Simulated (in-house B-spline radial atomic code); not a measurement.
## RPA and G0W0 on LDA exchange-only: W6+

Configuration [Xe] 4f14, mean-field start LDA exchange-only. Computed with an all-electron radial atomic-structure program (B-spline basis): all electrons, scalar-relativistic (spin-free one-electron X2C), finite nucleus, each spin shell either full or empty, empty states to l = 9 with an (l + 1/2)⁻⁴ tail; G0W0 by contour deformation at full frequency.

Without the two-electron picture change, the correlation of inner shells comes somewhat too large for so heavy an element.

Command:
```bash
python run_gw.py task.json out
```
Settings (radii: box in bohr, nucleus in fm):
```
Z                        74
electrons                68
configuration            [Xe] 4f14
hamiltonian              x2c
method                   lda,
lmax                     9
rms_radius               5.3658
spin_polarised           False
box_radius               9.29
intervals                66
```

Run time, properties included: 2.3 s on 1 thread of AMD EPYC 9R14 (shared host).

Energies (hartree):

```json
{"term": "mean-field total", "value": "-16118.44120"}
{"term": "Hartree-Fock functional on these orbitals", "value": "-16131.07329"}
{"term": "direct second order", "value": "-7.3841"}
{"term": "second-order exchange", "value": "1.8231"}
{"term": "SOSEX correction", "value": "1.6936"}
```

Q: What is the RPA correlation energy, and what remains with SOSEX?

A: RPA gives -6.3349 hartree (-2.54 eV per electron); RPA + SOSEX gives -4.6413, and the second-order doubles -5.561 hartree (no singles). RPA lacks exchange-type terms and so overcorrelates at short range.

Quasi-particle levels (eV):

```json
{"level": "4f", "occupied": "yes", "mean field": "-107.38", "Σx - vxc": "-21.24", "Σc": "?", "QP weight": "?", "G0W0": "?"}
{"level": "5p", "occupied": "yes", "mean field": "-114.65", "Σx - vxc": "-10.85", "Σc": "-0.64", "QP weight": "0.961", "G0W0": "-126.14"}
{"level": "5d", "occupied": "no", "mean field": "-69.65", "Σx - vxc": "6.82", "Σc": "-1.91", "QP weight": "0.975", "G0W0": "-64.74"}
```

G0W0 = mean field + (Σx - vxc) + Σc, with Σc (partial-wave tail included) taken at the quasi-particle energy. Only the outer levels were computed. Levels of low weight are left out.

Q: Where does G0W0 put 4f?

A: At -123.78 eV, with Σc = 4.84 eV and a quasi-particle weight of 0.930. The tabulated removal energy is 122.01 ± 0.06 eV (NIST, semi-empirical); the calculation leaves out spin-orbit coupling, Breit and QED terms, and what these don't explain is the method's own error.
